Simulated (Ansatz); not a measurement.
Reaction (ligand exchange at the Sn–O bond): `[F][SnH]([Cl])[O][SiH3]` + `CCNC` → `CC[N](C)[SnH]([F])[Cl]` + `O[SiH3]`

Gas-phase electronic energies from Ansatz, PBE0-D4/def2-TZVP geometries. CCSD(T)/CBS is the MP2 limit (def2-TZVPP, def2-QZVPP) plus CCSD(T) − MP2 in def2-TZVPP, frozen cores. DFT in def2-TZVPP. def2 core potentials past Kr. For Sn outer-core shells are correlated without core-valence functions, which leaves a few kJ/mol of doubt a bond. One conformer a species, not always the lowest.

`[F][SnH]([Cl])[O][SiH3]`:

Z-matrix (Å, degrees):
```
Sn
Cl 1 2.297
O 1 1.922 2 108.4
F 1 1.904 2 105.4 3 112.3
H 1 1.685 2 114.9 3 -125.9
Si 3 1.646 1 136.5 2 50.7
H 6 1.485 3 109.3 1 114.9
H 6 1.487 3 110.7 1 -5.5
H 6 1.485 3 108.8 1 -125.7
```

`CCNC`:

Cartesian coordinates in Å:
```
C 1.822 0.353 -0.148
C 0.371 0.464 0.268
N -0.457 -0.468 -0.467
C -1.843 -0.440 -0.060
H 1.929 0.526 -1.220
H 2.438 1.079 0.386
H 2.219 -0.643 0.074
H 0.002 1.475 0.057
H 0.285 0.330 1.362
H -0.085 -1.404 -0.360
H -2.406 -1.201 -0.604
H -1.997 -0.603 1.021
H -2.277 0.532 -0.309
```

`CC[N](C)[SnH]([F])[Cl]`:

```xyz
16

C     1.773   -0.220   -0.900
C     0.379    0.341   -1.078
N    -0.322    0.511    0.179
C    -1.661    1.042    0.009
Sn   -0.075   -0.866    1.608
F    -1.421   -0.376    2.879
Cl   -0.682   -3.000    0.894
H     1.751   -1.251   -0.523
H     2.361    0.393   -0.212
H     2.297   -0.256   -1.856
H     0.444    1.328   -1.557
H    -0.190   -0.301   -1.771
H    -2.164    1.132    0.973
H    -2.286    0.424   -0.651
H    -1.599    2.044   -0.432
H     1.395   -0.946    2.439
```

`O[SiH3]`:

Z-matrix (Å, degrees):
```
Si
O 1 1.648
H 1 1.489 2 111.7
H 1 1.489 2 111.7 3 120.9
H 1 1.481 2 105.9 3 -119.6
H 2 0.957 1 117.9 3 -60.5
```

CCSD(T)/CBS gives +0.31 eV.

Q: Another level gave +0.35 eV. Which?
A. ωB97M-V/def2-TZVPP
B. HF/def2-TZVPP
C. B2PLYP/def2-TZVPP
D. BHLYP/def2-TZVPP

A: A. ωB97M-V 0.35, B2PLYP 0.41, BHLYP 0.50, HF/def2-TZVPP 0.64 eV.

Largest T1 diagnostic among the species: 0.013.

Leaving LDA and LC-ωPBE aside and taking each functional with its dispersion term where it has one, the values, not all of them listed here, spread over 0.15 eV, from revPBE-D4 to BHLYP-D4. LDA lies −0.15 eV from PBE without D4. At CCSD(T), def2-SVP lies +0.07 eV from the extrapolated value and def2-TZVPP +0.01 eV. From BLYP to BHLYP (50 % exact exchange), in def2-TZVPP and without D4, ΔE moves by +0.05 eV.

CCSD(T)/CBS has its own doubt, a few kJ/mol and more with outer-core shells, so smaller differences from it don't rank the levels.
